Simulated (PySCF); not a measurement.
C5H2F3O2 (charge -1).
Geometry (PBE0-D3(BJ)/def2-SVP, Å), atoms numbered from 1 in this order:
```
atom  x, y, z in Å
O1     3.432    1.034   -0.119
C2     2.566    0.176    0.139
O3     2.679   -0.991    0.562
C4     1.123    0.649   -0.119
C5     0.076   -0.169    0.075
C6    -1.305    0.174   -0.154
F7    -1.590    1.414   -0.584
C8    -2.359   -0.638    0.016
F9    -2.272   -1.886    0.433
F10   -3.615   -0.295   -0.213
H11    0.986    1.677   -0.474
H12    0.317   -1.177    0.431
```

Linear response at B3LYP/def2-SVPD (PySCF, frozen core in the response, non-relativistic).

Static isotropic polarisability: 87.16 au (12.92 Å³), principal values 49.0, 75.8, 136.7 au.

Q: What is the polarisability at 1064 nm and at the sodium D line?

A: 88.76 au at 1064 nm (+1.8 %), 92.93 au at 589.3 nm (+6.6 %). The rise at 589.3 nm is 3.60 times that at 1064 nm; a pure ω² law gives 3.26. The lowest singlet lies at 411 nm, shorter than both wavelengths.

Q: What is the isotropic C6 coefficient between two such ions, C6 = (3/π)∫α(iω)² dω?

A: 2712 au (Eh·bohr⁶) by a ten-point quadrature over imaginary frequencies, which is 1620 eV·Å⁶ or 156 J·nm⁶/mol.

Q: Which effective excitation energy ω̄ makes London's formula C6 = (3/4)α²ω̄ exact here?

A: ω̄ = 4·C6/(3α²) = 0.476 Eh = 13.0 eV. A one-pole form α(ω) = α/(1 − ω²/ω̄²) fitted to the 1064 nm value gives 8.7 eV.

Q: How anisotropic is the static polarisability, by Δα² = ½[(α1 − α2)² + (α2 − α3)² + (α3 − α1)²]?

A: Δα = 77.8 au, or 0.89 of the isotropic value.

Q: How many electrons N does the Slater–Kirkwood formula C6 = (3/4)·√N·α^(3/2) need to give this C6?

A: N = (4·C6/3)²/α³ = 19.7; the species has 76 electrons in all.

Q: What three-body coefficient follows from the one-pole estimate C9 = (3/4)·α·C6?

A: 177000 au. This is an estimate from the two numbers above, not a computed integral.

Q: The lowest 6 singlets have (eV, f): 3.01, 0.000; 3.18, 0.000; 3.78, 0.008; 4.30, 0.000; 4.46, 0.003; 4.73, 0.000. What share of the static polarisability do they carry in the sum over states α = Σ f/ω²?

A: 0.52 au, 0.6 % of α; the largest term, 0.39 au, is that of the state at 3.78 eV. Their oscillator strengths add up to 0.01. Higher states carry the rest.

Q: What molar refraction at the D line follows from R = (4π/3)·N_A·α′, with α′ the polarisability volume?

A: α′ = 13.77 Å³ gives R = 34.74 cm³/mol, for isolated, non-vibrating species.

One conformer stands for the species.
